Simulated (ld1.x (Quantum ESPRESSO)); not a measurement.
Cutoff test, tungsten, PAW

W (Z = 74), PAW, made with ld1.x (Quantum ESPRESSO) 7.5 (LDA (PZ), scalar-relativistic). Core [Kr] 4d10 4f14, reference 5s2 5p6 5d4 6s1 6p0 (charge +1). Waves: 5s (bound): rcut 1.65, rcutus 2.05 bohr; 6s (bound): rcut 1.65, rcutus 2.05 bohr; 5p (bound): rcut 1.85, rcutus 2.35 bohr; 6p (bound, empty): rcut 1.85, rcutus 2.35 bohr; 5d (bound): rcut 1.95, rcutus 2.65 bohr; 5d channel at -0.35 Ry: rcut 1.95, rcutus 2.65 bohr. Local part: all-electron potential smoothed inside 2.35 bohr (lloc = -1). Core correction: a·sin(br)/r model core inside 1.10 bohr. Augmentation charge: BESSEL, radius 1.90 bohr.

The pseudo-atom Hamiltonian at the reference potential is diagonalised in spherical Bessel functions j_l(qr) that vanish at 20 bohr, with q² up to the cutoff. All-electron valence levels (Ry): 5s -6.3845, 6s -0.9177, 5p -3.7458, 6p -0.5143, 5d -0.8818.

How do the lowest levels (Ry) of each channel move with the cutoff, and are there ghosts?

| cutoff (Ry) | s #1 | s #2 | p #1 | p #2 | p #3 | d #1 | f #1 | f #2 | Σ f·Δε (mRy) |
| --- | --- | --- | --- | --- | --- | --- | --- | --- | --- |
| 8 | -6.3407 | -0.7755 | -3.6906 | -0.4155 | -0.1243 | -0.8289 | -0.0594 | 0.0300 | 772.1 |
| 12 | -6.3810 | -0.8337 | -3.7395 | -0.4363 | -0.1288 | -0.8780 | -0.0595 | 0.0299 | 143.5 |
| 18 | -6.3838 | -0.9026 | -3.7453 | -0.4788 | -0.1379 | -0.8815 | -0.0595 | 0.0298 | 20.8 |
| 25 | -6.3843 | -0.9168 | -3.7456 | -0.5129 | -0.1459 | -0.8817 | -0.0595 | 0.0298 | 2.3 |
| 35 | -6.3844 | -0.9174 | -3.7457 | -0.5139 | -0.1461 | -0.8818 | -0.0595 | 0.0298 | 0.8 |
| 45 | -6.3845 | -0.9177 | -3.7458 | -0.5142 | -0.1462 | -0.8818 | -0.0595 | 0.0298 | 0.2 |
| 400 | -6.3845 | -0.9178 | -3.7458 | -0.5144 | -0.1462 | -0.8818 | -0.0595 | 0.0298 | 0.0 |

Result: no extra level below or beside the all-electron valence levels (s, p, d, f tested); 10 mRy is reached at 21 Ry and 1 mRy at 35 Ry.

Test run stopped at test 7 of 9 (negative rho), 1 before it not solved.
